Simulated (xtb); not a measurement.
GaH, SMILES [GaH] (connectivity only; charge and spin as stated), neutral, multiplicity 1. All values are semi-empirical tight-binding results from xtb (GFN2-xTB unless named), good for trends rather than for accurate numbers. Coordinates come from a GFN2-xTB optimisation.

Optimised geometry:

```xyz
2

Ga     0.0000     0.0000    -0.0595
H      0.0000     0.0000     1.8453
```
Charge 0, spin multiplicity 1.

For metal compounds this method's bond lengths and energies can be far off.

```
Item                          Result
---------------------------  -------
point group as xtb finds it      C∞v
orbital gap                  3.96 eV
```

Computed atomic charges:
charges (e) Ga1 0.37, H2 -0.37.
